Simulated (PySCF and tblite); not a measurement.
Results of a calculation; reference values are marked as such.
## Barrier and rate of a rotation

System: C₈H₇F, numbered as in [CH2:1]=[CH:2][c:3]1[cH:4][cH:5][c:6]([F:7])[cH:8][cH:9]1.

Motion: rotation about the C3–C2 bond (torsion C4–C3–C2–C1 from 0° to 180°, rising). The path came from a restrained scan, a climbing-image band and a saddle search at GFN2-xTB; energies are B3LYP/pcSseg-1 + D3(BJ)//GFN2-xTB, thermal terms GFN2-xTB. Rates follow Eyring's equation with the number of equivalent paths and no tunnelling. Programs: tblite and PySCF.

```
 point  symmetry  E(GFN2) kcal/mol  E(DFT) kcal/mol  ZPE change kcal/mol  lowest mode cm⁻¹  dipole D
 start        Cs               0.0              0.0                 0.00                17      1.35
saddle        Cs               3.3              4.1                -0.27              107i      1.62
   end        Cs               0.0              0.0                 0.01                18      1.35
```

```json
{
 "Electronic barrier": "4.1 kcal/mol",
 "Barrier with zero-point energy": "3.9 kcal/mol",
 "ΔH‡ (298 K)": "3.4 kcal/mol",
 "ΔS‡ (298 K, symmetry apart)": "-3.9 cal/(mol K)",
 "Paths": "2 equivalent paths",
 "End point": "the same structure with atoms interchanged, or its mirror image",
 "Mean lifetime of the start against this motion at 298 K": "170 ps",
 "Cost": "100 s on 1 thread of Arm Neoverse N1, shared host (rough), peak memory 0.9 GiB, launched as `OMP_NUM_THREADS=1 python ens_run.py task.json out`"
}
```

```csv
T/K,ΔG‡ kcal/mol,k s⁻¹
150,4.1,6.4×10⁶
200,4.2,1.9×10⁸
250,4.4,1.5×10⁹
298,4.5,5.9×10⁹
350,4.7,1.7×10¹⁰
400,4.9,3.6×10¹⁰
500,5.2,1.1×10¹¹
```

ΔG and ΔG‡ leave out symmetry numbers and mirror images; rates count paths: 2 out.
